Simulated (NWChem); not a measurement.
The numbers come from NWChem runs, not from measurements. System: benzenedithiol (C$_{6}$H$_{6}$S$_{2}$), charge 0, spin multiplicity 1, at a geometry optimised with B3LYP/def2-SVP. Level: RHF/def2-SVP.

Output (cleaned and shortened):

```
             Northwest Computational Chemistry Package (NWChem) 7.3.0
             --------------------------------------------------------

                                NWChem Input Module
                                -------------------

 Scaling coordinates for geometry "geometry" by  1.889725989
 (inverse scale =  0.529177249)

 Turning off AUTOSYM since
 SYMMETRY directive was detected!

                             Geometry "geometry" -> ""
                             -------------------------

 Output coordinates in angstroms (scale by  1.889725989 to convert to a.u.)

  No.       Tag          Charge          X              Y              Z
 ---- ---------------- ---------- -------------- -------------- --------------
    1 S                   16.0000     3.19426900     0.00000000    -0.08198100
    2 C                    6.0000     1.41511100     0.00000000     0.00363800
    3 C                    6.0000     0.69817100     0.00000000     1.20903400
    4 C                    6.0000    -0.69817100     0.00000000     1.20903400
    5 C                    6.0000    -1.41511100     0.00000000     0.00363800
    6 S                   16.0000    -3.19426900     0.00000000    -0.08198100
    7 C                    6.0000    -0.69670400     0.00000000    -1.20380400
    8 C                    6.0000     0.69670400     0.00000000    -1.20380400
    9 H                    1.0000     3.41931000     0.00000000     1.25043600
   10 H                    1.0000     1.22732500     0.00000000     2.16544800
   11 H                    1.0000    -1.22732500     0.00000000     2.16544800
   12 H                    1.0000    -3.41931000     0.00000000     1.25043600
   13 H                    1.0000    -1.23113800     0.00000000    -2.15739600
   14 H                    1.0000     1.23113800     0.00000000    -2.15739600

 Effective nuclear repulsion energy (a.u.)     453.1166687733

            Nuclear Dipole moment (a.u.)
            ----------------------------
        X                 Y               Z
 ---------------- ---------------- ----------------
    -0.0000000000     0.0000000000    -0.0000000000

      Symmetry information
      --------------------

 Group name             C2v
 Group number             16
 Group order               4
 No. of unique centers     7

      Symmetry unique atoms

     1    2    3    7    9   10   13


 Summary of "ao basis" -> "" (spherical)
 ------------------------------------------------------------------------------
       Tag                 Description            Shells   Functions and Types
 ---------------- ------------------------------  ------  ---------------------
 *                          def2-svp                  on all atoms

 Summary of "ao basis" -> "ao basis" (spherical)
 ------------------------------------------------------------------------------
       Tag                 Description            Shells   Functions and Types
 ---------------- ------------------------------  ------  ---------------------
 S                          def2-svp                 8       18   4s3p1d
 C                          def2-svp                 6       14   3s2p1d
 H                          def2-svp                 3        5   2s1p

                                 NWChem SCF Module
                                 -----------------

  ao basis        = "ao basis"
  functions       =   150
  atoms           =    14
  closed shells   =    37
  open shells     =     0
  charge          =   0.00
  wavefunction    = RHF
  use symmetry    = T
  symmetry adapt  = T

 Summary of "ao basis" -> "ao basis" (spherical)
 ------------------------------------------------------------------------------
       Tag                 Description            Shells   Functions and Types
 ---------------- ------------------------------  ------  ---------------------
 S                          def2-svp                 8       18   4s3p1d
 C                          def2-svp                 6       14   3s2p1d
 H                          def2-svp                 3        5   2s1p

      Symmetry analysis of basis
      --------------------------

        a1         55
        a2         20
        b1         55
[...]
       Final RHF  results
       ------------------

         Total SCF energy =  -1025.332954066477
      One-electron energy =  -2310.275020227870
      Two-electron energy =    831.825397388135
 Nuclear repulsion energy =    453.116668773258

        Time for solution =      1.8s

       Symmetry analysis of molecular orbitals - final
       -----------------------------------------------

  Numbering of irreducible representations:

     1 a1          2 a2          3 b1          4 b2

  Orbital symmetries:

     1 b1          2 a1          3 b1          4 a1          5 a1
     6 b1          7 a1          8 b1          9 b1         10 a1
    11 b1         12 a1         13 b1         14 a1         15 a2
    16 b2         17 a1         18 b1         19 a1         20 a1
    21 b1         22 b1         23 a1         24 a1         25 a1
    26 b1         27 a1         28 b1         29 b2         30 a1
    31 b1         32 b1         33 a1         34 a2         35 b2
    36 b2         37 a2         38 a2         39 b2         40 a1
    41 b1         42 a1         43 a1         44 b1         45 a1
    46 b1         47 b1

             Final eigenvalues
             -----------------

              1
    1  -91.9332
    2  -91.9332
    3  -11.2825
    4  -11.2824
    5  -11.2591
    6  -11.2580
    7  -11.2567
    8  -11.2555
    9   -8.9680
   10   -8.9680
   11   -6.6560
   12   -6.6560
   13   -6.6546
   14   -6.6546
   15   -6.6523
   16   -6.6523
   17   -1.1665
   18   -1.0760
   19   -1.0208
   20   -0.9923
   21   -0.9133
   22   -0.8420
   23   -0.7976
   24   -0.6864
   25   -0.6575
   26   -0.6405
   27   -0.6033
   28   -0.5797
   29   -0.5375
   30   -0.5322
   31   -0.5174
   32   -0.4865
   33   -0.4650
   34   -0.4491
   35   -0.3782
   36   -0.3560
   37   -0.2921
   38    0.1155
   39    0.1195
   40    0.1441
   41    0.1592
   42    0.1990
   43    0.2217
   44    0.2394
   45    0.2633
   46    0.2675
   47    0.2788

                       ROHF Final Molecular Orbital Analysis
                       -------------------------------------

 Vector   35  Occ=2.000000D+00  E=-3.782210D-01  Symmetry=b2
              MO Center=  2.9D-15,  4.8D-14,  6.0D-03, r^2= 1.0D+01
   Bfn.  Coefficient  Atom+Function         Bfn.  Coefficient  Atom+Function
  ----- ------------  ---------------      ----- ------------  ---------------
    12      0.449863   1 S  py               86      0.449863   6 S  py
     9      0.300050   1 S  py               83      0.300050   6 S  py
     6      0.169294   1 S  py               80      0.169294   6 S  py

 Vector   36  Occ=2.000000D+00  E=-3.559646D-01  Symmetry=b2
              MO Center= -2.0D-16,  3.4D-15, -6.8D-02, r^2= 3.1D+00
   Bfn.  Coefficient  Atom+Function         Bfn.  Coefficient  Atom+Function
  ----- ------------  ---------------      ----- ------------  ---------------
    97     -0.289780   7 C  py              111     -0.289780   8 C  py
    37      0.272887   3 C  py               51      0.272887   4 C  py
   100     -0.232350   7 C  py              114     -0.232350   8 C  py
    40      0.220335   3 C  py               54      0.220335   4 C  py

 Vector   37  Occ=2.000000D+00  E=-2.921024D-01  Symmetry=a2
              MO Center=  1.0D-14,  7.7D-16, -1.2D-02, r^2= 7.2D+00
   Bfn.  Coefficient  Atom+Function         Bfn.  Coefficient  Atom+Function
  ----- ------------  ---------------      ----- ------------  ---------------
    12      0.380488   1 S  py               86     -0.380488   6 S  py
    23     -0.247716   2 C  py               65      0.247716   5 C  py
     9      0.223186   1 S  py               83     -0.223186   6 S  py
    26     -0.216312   2 C  py               68      0.216312   5 C  py

 Vector   38  Occ=0.000000D+00  E= 1.154926D-01  Symmetry=a2
              MO Center= -2.2D-16,  1.4D-16,  7.5D-04, r^2= 3.8D+00
   Bfn.  Coefficient  Atom+Function         Bfn.  Coefficient  Atom+Function
  ----- ------------  ---------------      ----- ------------  ---------------
    40      0.518347   3 C  py               54     -0.518347   4 C  py
   100      0.513287   7 C  py              114     -0.513287   8 C  py
    37      0.273517   3 C  py               51     -0.273517   4 C  py
    97      0.274302   7 C  py              111     -0.274302   8 C  py

 Vector   39  Occ=0.000000D+00  E= 1.195322D-01  Symmetry=b2
              MO Center= -2.1D-14, -5.8D-14, -5.9D-04, r^2= 4.5D+00
   Bfn.  Coefficient  Atom+Function         Bfn.  Coefficient  Atom+Function
  ----- ------------  ---------------      ----- ------------  ---------------
    26      0.604916   2 C  py               68      0.604916   5 C  py
    23      0.337794   2 C  py               65      0.337794   5 C  py
    40     -0.292416   3 C  py               54     -0.292416   4 C  py
   100     -0.289628   7 C  py              114     -0.289628   8 C  py
    12     -0.237388   1 S  py               86     -0.237388   6 S  py

 Vector   40  Occ=0.000000D+00  E= 1.441080D-01  Symmetry=a1
              MO Center=  1.2D-14,  2.8D-16,  8.4D-01, r^2= 1.2D+01
   Bfn.  Coefficient  Atom+Function         Bfn.  Coefficient  Atom+Function
  ----- ------------  ---------------      ----- ------------  ---------------
   127      0.728758  10 H  s               132      0.728758  11 H  s
   122      0.633468   9 H  s               137      0.633468  12 H  s
   142      0.462847  13 H  s               147      0.462847  14 H  s
    13     -0.447118   1 S  pz               87     -0.447118   6 S  pz
    35     -0.415479   3 C  s                49     -0.415479   4 C  s

 center of mass
 --------------
 x =   0.00000000 y =   0.00000000 z =  -0.03317477

 moments of inertia (a.u.)
 ------------------
         329.370028922292           0.000000000000           0.000000000000
           0.000000000000        3020.208025323527           0.000000000000
           0.000000000000           0.000000000000        2690.837996401235

  Mulliken analysis of the total density
  --------------------------------------

    Atom       Charge   Shell Charges
 -----------   ------   -------------------------------------------------------
    1 S   16    15.98   2.00  1.99  1.17  0.66  5.94  1.76  2.38  0.08
    2 C    6     6.13   1.99  0.92  0.06  2.00  1.12  0.05
    3 C    6     6.04   1.99  0.88  0.29  2.02  0.81  0.04
    4 C    6     6.04   1.99  0.88  0.29  2.02  0.81  0.04
    5 C    6     6.13   1.99  0.92  0.06  2.00  1.12  0.05
    6 S   16    15.98   2.00  1.99  1.17  0.66  5.94  1.76  2.38  0.08
    7 C    6     6.01   1.99  0.88  0.29  2.02  0.79  0.04
    8 C    6     6.01   1.99  0.88  0.29  2.02  0.79  0.04
    9 H    1     0.93   0.72  0.18  0.03
   10 H    1     0.96   0.76  0.18  0.03
   11 H    1     0.96   0.76  0.18  0.03
   12 H    1     0.93   0.72  0.18  0.03
   13 H    1     0.95   0.75  0.17  0.03
   14 H    1     0.95   0.75  0.17  0.03

       Multipole analysis of the density wrt the origin
       ------------------------------------------------

     L   x y z        total         open         nuclear
     -   - - -        -----         ----         -------
     0   0 0 0     -0.000000      0.000000     74.000000

     1   1 0 0     -0.000000      0.000000     -0.000000
     1   0 1 0     -0.000000      0.000000      0.000000
     1   0 0 1      0.723036      0.000000     -0.000000

     2   2 0 0    -47.354319      0.000000   1398.569124
     2   1 1 0     -0.000000      0.000000      0.000000
     2   1 0 1      0.000000      0.000000      0.000000
     2   0 2 0    -50.996759      0.000000      0.000000
     2   0 1 1      0.000000      0.000000      0.000000
     2   0 0 2    -39.618333      0.000000    203.409037

 Task  times  cpu:        3.1s     wall:        3.1s

 Total times  cpu:        3.1s     wall:        3.1s
```

**Question.** Write an NWChem input that would produce this output.

**Answer.** This is not unique; one that fits is 
```
start mol
memory heap 200 mb stack 900 mb global 1100 mb
geometry units angstroms nocenter noautoz
  S      3.194269     0.000000    -0.081981
  C      1.415111     0.000000     0.003638
  C      0.698171     0.000000     1.209034
  C     -0.698171     0.000000     1.209034
  C     -1.415111     0.000000     0.003638
  S     -3.194269     0.000000    -0.081981
  C     -0.696704     0.000000    -1.203804
  C      0.696704     0.000000    -1.203804
  H      3.419310     0.000000     1.250436
  H      1.227325     0.000000     2.165448
  H     -1.227325     0.000000     2.165448
  H     -3.419310     0.000000     1.250436
  H     -1.231138     0.000000    -2.157396
  H      1.231138     0.000000    -2.157396
  symmetry group C2v
end
basis spherical
  * library def2-svp
end
scf
  rhf
  nopen 0
  maxiter 100
  thresh 1e-7
  semidirect memsize 60000000 filesize 0
end
task scf energy
```
